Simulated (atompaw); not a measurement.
# Ranking PAW (atompaw) potentials for Lu

All share these settings but for the change named:

```
Element                 : lutetium
Generator               : atompaw 4.2.0.5
Type                    : PAW
Functional              : PBEsol
Relativity              : scalar-relativistic
Frozen core             : [Kr] 4d10 4f14
Valence charge          : 11
Reference configuration : 5s2 5p6 5d1 6s2 6p0
Partial waves           : 5s (bound): rc 1.90 bohr; 6s (bound): rc 2.05 bohr; 5p (bound): rc 1.80 bohr; 6p (bound, empty): rc 2.45 bohr; 5d (bound): rc 2.80 bohr; 5d channel at 3.15 Ry: rc 2.80 bohr
Local potential         : ultrasoft scheme with l = 3 at 0 Ry, radius 2.65 bohr
Core correction         : smooth core density matched at 1.45 bohr
Augmentation charge     : sinc compensation charge, radius 2.10 bohr; PAW radius 2.80 bohr; waves and projectors: custom polynom2 7 10 vanderbiltortho
```

Cutoff: the first of the cutoffs (Ry, on a coarse ladder) from which the occupation-weighted sum of valence levels, in a spherical-Bessel basis at the reference potential, stays within 10 and 1 mRy of its value at 400 Ry; the density cutoff is not measured.

The base gives 21 Ry.

Of 6 variants that were run, those that failed, showed a ghost or another fault, or gave nearly equal values are left out.

A variant can come out equal or close to the base.

Task: Rank these variants from softest to hardest (loose cutoff).
A. all radii scaled by about 1.17 (s 2.22, p 2.10, d 3.28 bohr); local potential ultrasoft scheme with l = 3 at 0 Ry, radius 3.10 bohr; augmentation sinc compensation charge, radius 2.46 bohr; PAW radius 3.28 bohr; waves and projectors: custom polynom2 7 10 vanderbiltortho; core correction smooth core density matched at 1.70 bohr
B. all radii scaled by about 0.89 (s 1.70, p 1.60, d 2.50 bohr); local potential ultrasoft scheme with l = 3 at 0 Ry, radius 2.36 bohr; augmentation sinc compensation charge, radius 1.86 bohr; PAW radius 2.50 bohr; waves and projectors: custom polynom2 7 10 vanderbiltortho; core correction smooth core density matched at 1.30 bohr
C. all radii scaled by about 0.79 (s 1.50, p 1.42, d 2.20 bohr); local potential ultrasoft scheme with l = 3 at 0 Ry, radius 2.08 bohr; augmentation sinc compensation charge, radius 1.66 bohr; PAW radius 2.20 bohr; waves and projectors: custom polynom2 7 10 vanderbiltortho; core correction smooth core density matched at 1.14 bohr

Result: A (18 Ry), B (21 Ry), C (25 Ry).
